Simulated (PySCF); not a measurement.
**Cost of excited-state runs on `O=C(O)c1ccccc1F`, C$_{7}$H$_{5}$FO$_{2}$**

Atoms are numbered as in `[O:1]=[C:2]([OH:3])[c:4]1[cH:5][cH:6][cH:7][cH:8][c:9]1[F:10]` (H(Xn): hydrogen on atom n).

PySCF with density fitting, on 1 thread of an Intel Xeon Platinum 8488C, shared host. Command: `OMP_NUM_THREADS=1 python excited_run.py task.json out`

Q: How long does each of these runs take, and how much memory?
- first hyperpolarisability, CAM-B3LYP/aug-cc-pVDZ; usual settings
- excited states, wB97X-D/aug-cc-pVDZ; Tamm-Dancoff; spin-orbit couplings; 6 states; 5 triplets; quadratic response for 4 states; IEF-PCM ethanol
- excited states, wB97X-D/aug-cc-pVDZ; Tamm-Dancoff; spin-orbit couplings; 6 states; 5 triplets; quadratic response for 4 states
- excited states, CAM-B3LYP/aug-cc-pVDZ; two-photon moments; 8 states; quadratic response for 6 states; 0 triplets

A: 
```
                      run                  level  basis functions  wall time  peak memory (GiB)
first hyperpolarisability  CAM-B3LYP/aug-cc-pVDZ              275       85 s                1.2
           excited states    wB97X-D/aug-cc-pVDZ              275       93 s                1.1
           excited states    wB97X-D/aug-cc-pVDZ              275       73 s                1.1
           excited states  CAM-B3LYP/aug-cc-pVDZ              275      100 s                1.2
```
Times from a shared host are rough.
